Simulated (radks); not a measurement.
The numbers below are computed, except where a source is named.
All-electron atom: Gd47+ in [Ne] 3s2 3p4 3d1 (not the ground configuration). Code: a radial shooting solver on a logarithmic mesh with Libxc functionals. Model: Dirac Kohn-Sham, LDA (Slater exchange, Perdew-Wang correlation), spin-unpolarised, spherical densities, finite nucleus; open shells fill j = l - 1/2 first; Fermi nuclear charge, rms radius 5.1569 fm.

Unscreened Slater integrals over Kohn-Sham orbitals (eV). Large and small components are both included. Empty in this configuration: 3d5/2.

F0(3d3/2,3d3/2): 127.79
F2(3d3/2,3d3/2): 65.993
F0(3d3/2,3p3/2): 116.34
F2(3d3/2,3p3/2): 55.029
G1(3d3/2,3p3/2): 56.048
G3(3d3/2,3p3/2): 38.046
F0(3d3/2,3p1/2): 119.60
G1(3d3/2,3p1/2): 61.783
F0(3d3/2,3s1/2): 115.54
G2(3d3/2,3s1/2): 43.746
F0(3d3/2,3d5/2): 126.74
F2(3d3/2,3d5/2): 65.642
G2(3d3/2,3d5/2): 64.691
G4(3d3/2,3d5/2): 41.919
F0(3p3/2,3p3/2): 109.75
F2(3p3/2,3p3/2): 54.806
F0(3p3/2,3p1/2): 112.29
G2(3p3/2,3p1/2): 55.100
F0(3p3/2,3s1/2): 108.98
G1(3p3/2,3s1/2): 70.396
F0(3p3/2,3d5/2): 115.57
F2(3p3/2,3d5/2): 55.191
G1(3p3/2,3d5/2): 56.858
G3(3p3/2,3d5/2): 38.611
F0(3p1/2,3p1/2): 115.10
F0(3p1/2,3s1/2): 111.42
G1(3p1/2,3s1/2): 69.874
F0(3p1/2,3d5/2): 118.76
G3(3p1/2,3d5/2): 41.263
F0(3s1/2,3s1/2): 108.48
F0(3s1/2,3d5/2): 114.81
G2(3s1/2,3d5/2): 44.292
F0(3d5/2,3d5/2): 125.72
F2(3d5/2,3d5/2): 65.336
F4(3d5/2,3d5/2): 42.352
